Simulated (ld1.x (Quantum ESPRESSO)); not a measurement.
**carbon: TM pseudisation with LDA (PZ), scalar-relativistic reference atom.**

The input file (ld1.x (Quantum ESPRESSO) 7.5):

```
&input
   title='C', zed=6., rel=1, dft='PZ', iswitch=3,
   config='[He] 2s2 2p2 3d-2',
   nld=3, rlderiv=2.90, eminld=-3.0, emaxld=5.0, deld=0.02
 /
 &inputp
   pseudotype=2, tm=.true., lloc=0,
   nlcc=.false.,
   file_pseudopw='C.UPF', file_wfcaegen='ae.wfc', file_wfcncgen='nc.wfc', file_beta='beta', file_chi='chi'
 /
3
2P  2  1   2.00   0.00  2.45  2.45  0.0
3D  3  2  -2.00   0.20  2.65  2.65  0.0
2S  1  0   2.00   0.00  1.20  1.20  0.0
 &test
   configts(1)='2s2 2p2'
 /
```

Command:

```bash
ld1.x < C.in > C.out
```

Resulting log (shortened: banner, matrices, multipoles, cross overlaps and the repeated all-electron block are left out):

```
Program LD1 v.7.5
     --------------------------- All-electron run ----------------------------

     C
     scalar relativistic calculation

     atomic number is  6.00
     dft =PZ   lsd =0 sic =0 latt =0  beta=0.20 tr2=1.0E-14
     Exchange-correlation= PZ
                           (   1   1   0   0   0   0   0)
     mesh =1073 r(mesh) = 100.30751 a.u. xmin = -7.00 dx = 0.01250
     1 Ry =  13.60569312 eV, c = 137.03599908

     n l     nl                  e(Ry)          e(Ha)          e(eV)
     1 0     1S 1( 2.00)       -19.9045        -9.9522      -270.8145
     2 0     2S 1( 2.00)        -1.0028        -0.5014       -13.6439
     2 1     2P 1( 2.00)        -0.3984        -0.1992        -5.4201

     final scf error:  4.8E-15 reached in  19 iterations

     Etot =     -74.880852 Ry,     -37.440426 Ha,   -1018.805888 eV

     Ekin =      74.467893 Ry,      37.233946 Ha,    1013.187298 eV
     Encl =    -175.155012 Ry,     -87.577506 Ha,   -2383.105341 eV
     Eh   =      35.264635 Ry,      17.632317 Ha,     479.799801 eV
     Exc  =      -9.458368 Ry,      -4.729184 Ha,    -128.687646 eV

     normalization and overlap integrals

     s(1S/1S) =  1.000000  <r> =   0.2727  <r2> =    0.1008  r(max) =   0.1752
     s(2S/2S) =  1.000000  <r> =   1.5829  <r2> =    3.0397  r(max) =   1.2162
     s(2P/2P) =  1.000000  <r> =   1.7944  <r2> =    4.2270  r(max) =   1.1862

     ------------------------ End of All-electron run ------------------------

     --------------------- Generating NC pseudopotential ---------------------

      Generating local pot.: lloc=0, matching radius rcloc =   1.2000

      Wfc   2P  rcut= 2.480  Using Troullier-Martins method

      Wfc   3D  rcut= 2.673  Using Troullier-Martins method

     ------------------- End of pseudopotential generation -------------------

     Computing logarithmic derivative in   2.89942
     Computing logarithmic derivative in   2.89942
     Computing the partial wave expansion
       no projector for channel:   0
     R is outside the sphere for l=    1 j= 0.00
     R is outside the sphere for l=    2 j= 0.00

     ---------------------- Testing the pseudopotential ----------------------

     C
     scalar relativistic calculation

     atomic number is  6.00   valence charge is  4.00
     dft =PZ   lsd =0 sic =0 latt =0  beta=0.20 tr2=1.0E-14
     mesh =1073 r(mesh) = 100.30751 xmin = -7.00 dx = 0.01250

     n l     nl             e AE (Ry)        e PS (Ry)    De AE-PS (Ry)
     1 0     2S   1( 2.00)       -1.00281       -1.00282        0.00001
     2 1     2P   1( 2.00)       -0.39837       -0.39837        0.00000

     eps = 9.3E-15  iter =  9

     Etot =     -74.880852 Ry,     -37.440426 Ha,   -1018.805888 eV
     Etotps =   -10.586852 Ry,      -5.293426 Ha,    -144.041455 eV

     Ekin =       5.737969 Ry,       2.868984 Ha,      78.069043 eV
     Encl =     -20.739495 Ry,     -10.369747 Ha,    -282.175198 eV
     Ehrt =       8.616091 Ry,       4.308045 Ha,     117.227887 eV
     Ecxc =      -2.720275 Ry,      -1.360138 Ha,     -37.011230 eV
     Epseu=      -1.481142 Ry,      -0.740571 Ha,     -20.151957 eV

     ---------------------- End of pseudopotential test ----------------------
```

Generation and configuration tests took about 2 s on one core of a shared server CPU.

Transferability test of the new file with ld1.x, input:

```
&input
   title='C', zed=6., rel=1, dft='PZ', iswitch=2,
   config='[He] 2s2 2p2 3d-2'
 /
 &test
   file_pseudo='C.UPF', nconf=10,
   configts(1)='2s2 2p2',
   configts(2)='2s2 2p1',
   configts(3)='2s2 2p0',
   configts(4)='2s1 2p0',
   configts(5)='2s0 2p4',
   configts(6)='2s1 2p3',
   configts(7)='2s1 2p2',
   configts(8)='2s2 2p1.5',
   configts(9)='2s2 2p2', lsdts(9)=1,
   configts(10)='2s2 2p1', lsdts(10)=1
 /
```

```bash
ld1.x < C.test.in > C.test.out
```

Pseudopotential blocks of its output, shortened (energy terms left out; the distinct warnings before each block abridged to one line each):

```
     ---------------------- Testing the pseudopotential ----------------------

     n l     nl             e AE (Ry)        e PS (Ry)    De AE-PS (Ry)
     1 0     2S   1( 2.00)       -1.00281       -1.00282        0.00001
     2 1     2P   1( 2.00)       -0.39837       -0.39837        0.00000

     eps = 9.4E-15  iter =  9

     Etot =     -74.880852 Ry,     -37.440426 Ha,   -1018.805888 eV
     Etotps =   -10.586852 Ry,      -5.293426 Ha,    -144.041455 eV

     ---------------------- End of pseudopotential test ----------------------

          ---------------------- Testing the pseudopotential ----------------------

     n l     nl             e AE (Ry)        e PS (Ry)    De AE-PS (Ry)
     1 0     2S   1( 2.00)       -1.88207       -1.87710       -0.00497
     2 1     2P   1( 1.00)       -1.25846       -1.24346       -0.01500  !

     eps = 6.8E-15  iter = 13

     Etot =     -74.073263 Ry,     -37.036632 Ha,   -1007.818092 eV
     Etotps =    -9.784263 Ry,      -4.892131 Ha,    -133.121679 eV
     dEtot_ae =       0.807588 Ry
     dEtot_ps =       0.802589 Ry,   Delta E=       0.004999 Ry

     ---------------------- End of pseudopotential test ----------------------

          ---------------------- Testing the pseudopotential ----------------------

     n l     nl             e AE (Ry)        e PS (Ry)    De AE-PS (Ry)
     1 0     2S   1( 2.00)       -2.95260       -2.91501       -0.03759  !
     2 1     2P   1( 0.00)       -2.34072       -2.26499       -0.07573  !

     eps = 2.0E-18  iter =  7

     Etot =     -72.290231 Ry,     -36.145115 Ha,    -983.558698 eV
     Etotps =    -8.041407 Ry,      -4.020703 Ha,    -109.408916 eV
     dEtot_ae =       2.590621 Ry
     dEtot_ps =       2.545445 Ry,   Delta E=       0.045176 Ry

     ---------------------- End of pseudopotential test ----------------------

          Warning: n=2, l=1 expected 0 nodes, found 1
     ---------------------- Testing the pseudopotential ----------------------

     n l     nl             e AE (Ry)        e PS (Ry)    De AE-PS (Ry)
     1 0     2S   1( 1.00)       -4.10639       -4.04406       -0.06234  !
     2 1     2P   1( 0.00)       -3.53383       -3.38584       -0.14799  !

     eps = 3.0E-15  iter =  4

     Etot =     -68.764525 Ry,     -34.382263 Ha,    -935.589027 eV
     Etotps =    -4.564268 Ry,      -2.282134 Ha,     -62.100035 eV
     dEtot_ae =       6.116326 Ry
     dEtot_ps =       6.022583 Ry,   Delta E=       0.093743 Ry

     ---------------------- End of pseudopotential test ----------------------

          ---------------------- Testing the pseudopotential ----------------------

     n l     nl             e AE (Ry)        e PS (Ry)    De AE-PS (Ry)
     1 0     2S   1( 0.00)       -1.06413       -1.07182        0.00769  !
     2 1     2P   1( 4.00)       -0.45468       -0.46188        0.00720  !

     eps = 6.8E-16  iter = 11

     Etot =     -73.666861 Ry,     -36.833431 Ha,   -1002.288705 eV
     Etotps =    -9.372052 Ry,      -4.686026 Ha,    -127.513265 eV
     dEtot_ae =       1.213991 Ry
     dEtot_ps =       1.214800 Ry,   Delta E=      -0.000809 Ry

     ---------------------- End of pseudopotential test ----------------------

          ---------------------- Testing the pseudopotential ----------------------

     n l     nl             e AE (Ry)        e PS (Ry)    De AE-PS (Ry)
     1 0     2S   1( 1.00)       -1.03516       -1.03954        0.00437
     2 1     2P   1( 3.00)       -0.42814       -0.43204        0.00390

     eps = 5.4E-16  iter =  9

     Etot =     -74.275108 Ry,     -37.137554 Ha,   -1010.564331 eV
     Etotps =    -9.980827 Ry,      -4.990414 Ha,    -135.796073 eV
     dEtot_ae =       0.605743 Ry
     dEtot_ps =       0.606024 Ry,   Delta E=      -0.000281 Ry

     ---------------------- End of pseudopotential test ----------------------

          ---------------------- Testing the pseudopotential ----------------------

     n l     nl             e AE (Ry)        e PS (Ry)    De AE-PS (Ry)
     1 0     2S   1( 1.00)       -1.88868       -1.89900        0.01033  !
     2 1     2P   1( 2.00)       -1.26365       -1.26495        0.00130

     eps = 8.3E-15  iter =  8

     Etot =     -73.448949 Ry,     -36.724474 Ha,    -999.323857 eV
     Etotps =    -9.150403 Ry,      -4.575201 Ha,    -124.497574 eV
     dEtot_ae =       1.431903 Ry
     dEtot_ps =       1.436449 Ry,   Delta E=      -0.004546 Ry

     ---------------------- End of pseudopotential test ----------------------

          ---------------------- Testing the pseudopotential ----------------------

     n l     nl             e AE (Ry)        e PS (Ry)    De AE-PS (Ry)
     1 0     2S   1( 2.00)       -1.41471       -1.41429       -0.00043
     2 1     2P   1( 1.50)       -0.79726       -0.79347       -0.00379

     eps = 2.3E-15  iter = 10

     Etot =     -74.584754 Ry,     -37.292377 Ha,   -1014.777269 eV
     Etotps =   -10.291463 Ry,      -5.145732 Ha,    -140.022488 eV
     dEtot_ae =       0.296098 Ry
     dEtot_ps =       0.295389 Ry,   Delta E=       0.000709 Ry

     ---------------------- End of pseudopotential test ----------------------

          ---------------------- Testing the pseudopotential ----------------------

     n l     nl             e AE (Ry)        e PS (Ry)    De AE-PS (Ry)
     1 0     2S   1( 1.00)       -1.05977       -1.06515        0.00538  !
     2 1     2P   1( 2.00)       -0.45144       -0.45495        0.00352
     1 0     2S   2( 1.00)       -0.87817       -0.86782       -0.01036  !
     2 1     2P   2( 0.00)       -0.28484       -0.27875       -0.00609  !

     eps = 7.5E-15  iter = 13

     Etot =     -74.963786 Ry,     -37.481893 Ha,   -1019.934274 eV
     Etotps =   -10.674376 Ry,      -5.337188 Ha,    -145.232280 eV
     dEtot_ae =      -0.082935 Ry
     dEtot_ps =      -0.087524 Ry,   Delta E=       0.004589 Ry

     ---------------------- End of pseudopotential test ----------------------

          ---------------------- Testing the pseudopotential ----------------------

     n l     nl             e AE (Ry)        e PS (Ry)    De AE-PS (Ry)
     1 0     2S   1( 1.00)       -1.93037       -1.93011       -0.00026
     2 1     2P   1( 1.00)       -1.30698       -1.29453       -0.01245  !
     1 0     2S   2( 1.00)       -1.81323       -1.80230       -0.01093  !
     2 1     2P   2( 0.00)       -1.18964       -1.17177       -0.01787  !

     eps = 2.6E-15  iter = 14

     Etot =     -74.102420 Ry,     -37.051210 Ha,   -1008.214783 eV
     Etotps =    -9.814712 Ry,      -4.907356 Ha,    -133.535960 eV
     dEtot_ae =       0.778432 Ry
     dEtot_ps =       0.772140 Ry,   Delta E=       0.006292 Ry

     ---------------------- End of pseudopotential test ----------------------
```
